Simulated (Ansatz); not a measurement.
`[CH3][In][NH2]` radical. The species carries charge 0 and has multiplicity 2. Correlated methods include outer-core shells of In, which these sets cover unevenly. In: def2 effective core potential.

```xyz
8

C    -0.105    0.811   -1.350
In    0.288    0.793    0.813
N    -0.024   -1.009    1.734
H    -1.092    1.244   -1.521
H     0.648    1.406   -1.865
H    -0.084   -0.221   -1.705
H     0.279   -1.157    2.686
H     0.092   -1.866    1.209
```

Task: Give the diagnostics of a CCSD(T)/def2-TZVPP run (frozen core, the Gaussian-basis code of Ansatz). (An estimate is asked.)

Result: Computed: T1 = 0.0173, largest single amplitude 0.039, largest double 0.022, (T) share of the correlation energy 3.5 %, 13 CCSD cycles. ⟨S²⟩ of the UHF reference is 0.765 against 0.75 for a pure state. T1 lies under the customary mark of 0.045 for open shells.
